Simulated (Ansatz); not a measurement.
Species: TeCl, charge 0, multiplicity 2. 
Structure (B3LYP-D3(BJ)/def2-TZVP (Ansatz, a program for electronic structure) minimum search):
SMILES: [Te]Cl
```xyz
2

Te     0.0000     0.0000    -0.5765
Cl     0.0000     0.0000     1.7634
```
Charge 0, spin multiplicity 2.

Quantity: atomisation energy (electronic, to ground-state atoms), in eV. Valence correlation only, unless marked. UHF or UKS for open shells. No spin-orbit coupling. Frozen are the shells of the preceding noble gas and the d and f shells that filled before the atom's block. In def2 rows, elements after Kr have scalar-relativistic effective core potentials. The coupled-cluster limit lacks core correlation, which all-electron functionals hold. Basis-set limits of correlation are two-point, X^-3; Hartree-Fock from the larger set.

```csv
level,program,atomisation energy (eV)
r2SCAN-D3(BJ)/def2-TZVPD,Ansatz + dftd3,2.85
r2SCANh-D4/def2-TZVPD,Ansatz + dftd4,2.76
r2SCANh/def2-TZVPD,Ansatz,2.75
HSE06/def2-TZVPD,Ansatz,(withheld)
B2GP-PLYP/def2-TZVPD,Ansatz,2.63
RPA@PBE/def2-TZVPP,Ansatz,2.20
"CCSD(T)/CBS(def2-TZVPPD,def2-QZVPPD)",Ansatz,2.75
```

Question: Fill in the missing entries.

Answer: 
- HSE06/def2-TZVPD, atomisation energy (eV): 2.81
